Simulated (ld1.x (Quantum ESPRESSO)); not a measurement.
**Pseudopotential generation for rubidium (Rb): ultrasoft, PBEsol, scalar-relativistic.**

Rb (Z = 37), ultrasoft, made with ld1.x (Quantum ESPRESSO) 7.5 (PBEsol, scalar-relativistic). Core [Ar] 3d10, reference 4s2 4p6 4d0 5s0 5p0 (charge +1). Waves: 4s (bound): rcut 2.20, rcutus 2.95 bohr; 5s (bound, empty): rcut 2.20, rcutus 2.95 bohr; 4p (bound): rcut 2.65, rcutus 3.60 bohr; 5p (bound, empty): rcut 2.65, rcutus 3.60 bohr; 4d (bound, empty): rcut 3.25, rcutus 3.90 bohr; 4d channel at 3.9 Ry: rcut 3.25, rcutus 3.90 bohr. Local part: all-electron potential smoothed inside 3.00 bohr (lloc = -1). Core correction: a·sin(br)/r model core inside 3.05 bohr. Augmentation charge: PSQ, inside the norm-conserving radii.

All-electron outer shells of the reference configuration (PBEsol, scalar-relativistic, ld1.x):

```tsv
shell	level (eV)	outermost node (bohr)	outermost maximum (bohr)
3d	-109.74	–	0.39
4s	-37.62	0.62	1.25
4p	-21.64	0.64	1.42
5s	-5.91	1.76	3.77
4d	-3.66	0.70	2.56
5p	-3.51	2.13	4.84
```

Is the overlap operator S = 1 + Σ q|β⟩⟨β| positive definite (Bessel basis up to 400 Ry)?

No: its lowest eigenvalue is -0.442, in the s channel, so the generalised eigenproblem breaks down once the basis is large enough.

Its largest configuration-test error is +4.5 meV (4s2 4p6 4d0 5s1 5p0). Test run stopped at test 3 of 7 (negative rho).

The ghost test of this file was not conclusive. Its overlap operator is not positive definite in a basis up to 400 Ry (lowest eigenvalue s -0.44, p -0.43), so the file is unfit for use: the generalised eigenproblem breaks down once the basis is large enough, and its test numbers describe a broken file.
